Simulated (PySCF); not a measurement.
## TDDFT excited states: C6H6NOP

Compound: C6H6NOP.
Atom-mapped SMILES: `[CH3:1][C:2](=[O:3])[c:4]1[cH:5][n:6][cH:7][p:8][cH:9]1` (hydrogens: H10, H11, H12 on C1; H13 on C5; H14 on C7; H15 on C9)

Level of theory: TDDFT wB97X-D/def2-SVPD, vertical, gas phase, core orbitals frozen in the response (PySCF 2.14.0, density-fitted response routines). The structure is a single GFN2-xTB conformer in the gas phase; no vibrational or solvent corrections. GFN2-xTB frequencies show an imaginary mode (32i cm⁻¹), so this geometry is no minimum at that level. Torsions of this conformer, `[CH3:1][C:2](=[O:3])[c:4]1[cH:5][n:6][cH:7][p:8][cH:9]1`: C1–C2–C4–C5 3°.

| state | λ (nm) | E (eV) | f | main configurations (H = HOMO, L = LUMO) |
| --- | --- | --- | --- | --- |
| S1 | 335.3 | 3.70 | 0.0007 | H→L (83%) |
| S2 | 316.6 | 3.92 | 0.0012 | H-2→L (57%), H→L+1 (26%), H-2→L+2 (8%) |
| S3 | 307.3 | 4.03 | 0.0038 | H→L+1 (66%), H-2→L (14%), H→L (9%) |
| S4 | 266.8 | 4.65 | 0.058 | H-1→L (54%), H-1→L+1 (25%), H-3→L (9%) |
| S5 | 239.1 | 5.19 | 0.092 | H-1→L+1 (51%), H-1→L (33%), H-3→L (11%) |
| S6 | 235.3 | 5.27 | 0.0057 | H-2→L+1 (75%), H-4→L+1 (16%) |
| S7 | 221.9 | 5.59 | 0.0027 | H-4→L (79%) |
| S8 | 206.7 | 6.00 | 0.541 | H-3→L (73%), H-1→L+1 (19%) |

Triplets (Tamm–Dancoff): T1 3.27 eV, H-1→L (50%), H-1→L+1 (39%); T2 3.39 eV, H-2→L (41%), H→L (39%), H-2→L+2 (11%); T3 3.54 eV, H→L+1 (57%), H→L (24%), H-2→L (14%).

The lowest singlet comes at 335 nm (357 kJ/mol) in the ultraviolet; it is very weak; its leading configuration is HOMO→LUMO (83%). The most intense listed level is S8 at 6.00 eV (207 nm, f = 0.541), 2.30 eV above S1. It is the last of those listed, so stronger ones may follow. Löwdin shares by element: HOMO nitrogen 45%, phosphorus 21%, carbon 18% or more (atoms not listed hold the other 16%); LUMO carbon 43% or more, oxygen 13% (atoms not listed hold the other 43%). Weighted by f, the mean energy of these states is 5.76 eV. Of the 8 states listed, 3 reach f = 0.01 and none stays under 0.0005. The listed states span 2.30 eV, and the widest gap between neighbours is 0.61 eV (S3 to S4). Singlets were solved by full linear response, triplets in the Tamm–Dancoff approximation.

Hardware: an Arm Neoverse V1 with one thread, no GPU, shared host with 32 logical CPUs at a one-minute load of 12. Cost: 58 s wall (with the writing of density and orbital grids), 0.98 GiB resident at most.
